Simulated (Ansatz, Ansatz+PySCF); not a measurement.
```xyz
6

C     0.5562   -0.1951   -0.4558
C    -0.5769    0.2049    0.4698
O     1.1594    0.6117   -1.0693
O    -1.1822   -0.5994    1.0843
H     0.7612   -1.2756   -0.5048
H    -0.7786    1.2865    0.5145
```

Basis set: def2-SVP (spherical functions). Left uncorrelated: 4 orbitals. Charge 0, multiplicity 3.

Computed with Ansatz (development build ahead of 0.2.0); each method stands on the lowest determinant of its kind that the runs found.

The atomization energy at this shape (free ground-state atoms in the same class of orbitals less the molecule, no zero-point energy) of triplet C2H2O2:

```
 method  atomization energy
UHF-MP2            23.29 eV
```

**Question.** What does UHF give?

**Answer.** 16.34 eV. Caution: another spin multiplicity may lie lower. Caution for UHF-MP2: MP2 forces lie far from those of the mean fields.
